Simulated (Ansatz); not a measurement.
Input file for Ansatz (a program for electronic structure): U-B3LYP/def2-TZVPP on F2Zn (SMILES [F][Zn][F]), a point of a bond scan (R = 5.570 Å).

Ansatz 0.2 input:
```yaml
crystal:
  periodic: [false, false, false]
  atoms:
    - {symbol: Zn, position_ang: [0.00000000, 0.00000000, 0.00000000]}
    - {symbol: F, position_ang: [0.00000000, 0.00000000, 5.56976138]}
    - {symbol: F, position_ang: [-0.00000000, -0.00000000, -1.74055043]}
basis:
  gaussian:
    orbitals: def2-TZVPP
hamiltonian:
  xc: {name: B3LYP}
magnetization: {spin_polarized: true, initial_magnetization: 0}
```

It printed:

```
WARN ansatz: RAYON_NUM_THREADS=1 ignored (pool sized by the plan → 1); use --threads N
Functional definition: B3LYP
integrals: 0.04 GiB planned
876 factors; their error is unknown
mean field: 0.53 GiB planned
mean field evaluation 1: about -53841.4724 eV, gradient 5.4e1 eV
mean field evaluation 2: about -53460.2661 eV, gradient 1.5e2 eV
mean field evaluation 4: about -53842.9137 eV, gradient 4.9e1 eV
mean field evaluation 8: about -53827.3837 eV, gradient 5.0e1 eV
mean field evaluation 16: about -53852.9700 eV, gradient 7.9e-2 eV
mean field evaluation 32: about -53763.2834 eV, gradient 1.5e2 eV
mean field evaluation 64: about -53853.7558 eV, gradient 6.3e0 eV
mean field evaluation 96: about -53854.1085 eV, gradient 3.5e-6 eV
mean field evaluation 128: about -53854.0862 eV, gradient 6.5e-2 eV
mean field evaluation 160: about -53854.1085 eV, gradient 2.1e-2 eV
mean field -53854.10853038 eV, -1979.1019848656 hartree, gradient 6.4e-6 eV, S^2 0.849583; 8 other end points of the search recorded, 0 dependent functions left out
reference -53854.10874905 eV, -1979.1019929018 hartree; 24, 24 occupied and 102, 102 virtual orbitals, 876 factors
Total energy: -53854.10874905 eV, -1979.1019929018 hartree
```

The calculation finished and met its thresholds. Its determinant has ⟨S²⟩ = 0.85, a mixture of spin states.

Cost: roughly 50 core-seconds.
